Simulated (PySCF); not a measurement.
**Basis and Hamiltonian dependence of the excitation energy of Kr²⁺**

Kr²⁺ [Ar] 3d10 4s2 4p4 (3P) → Kr²⁺ [Ar] 3d10 4s1 4p5 (3P). All values are computed (PySCF 2.14, energy differences of UHF-based or UKS calculations, no spin-orbit coupling). Values in eV.

```json
{"basis": "x2c-TZVPPall", "Hamiltonian": "spin-free X2C", "functions": "48", "UHF": "16.722", "r2SCAN": "15.238", "PBE0": "15.449", "MP2 (valence)": "15.498", "CCSD(T) (valence)": "14.154"}
{"basis": "dyall-av2z", "Hamiltonian": "non-relativistic", "functions": "92", "UHF": "15.804", "r2SCAN": "14.317", "PBE0": "14.520", "MP2 (valence)": "14.532", "CCSD(T) (valence)": "13.222"}
{"basis": "x2c-QZVPPall", "Hamiltonian": "spin-free X2C", "functions": "97", "UHF": "16.745", "r2SCAN": "15.274", "PBE0": "15.484", "MP2 (valence)": "15.504", "CCSD(T) (valence)": "14.212"}
{"basis": "x2c-QZVPPall with one added diffuse shell each of s, p, d, f type", "Hamiltonian": "spin-free X2C", "functions": "113", "UHF": "16.746", "r2SCAN": "15.274", "PBE0": "15.485", "MP2 (valence)": "15.505", "CCSD(T) (valence)": "n/a"}
{"basis": "aug-cc-pVQZ-PP with one added diffuse shell each of s, p, d, f, g type with ECP10MDF", "Hamiltonian": "ECP", "functions": "114", "UHF": "16.753", "r2SCAN": "15.339", "PBE0": "15.502", "MP2 (valence)": "15.488", "CCSD(T) (valence)": "n/a"}
```

Frozen in the all-electron rows: valence: [Ar] 3d10; with a core potential, the same shells as far as they lie outside it.

Non-relativistic rows lack the scalar-relativistic shift.
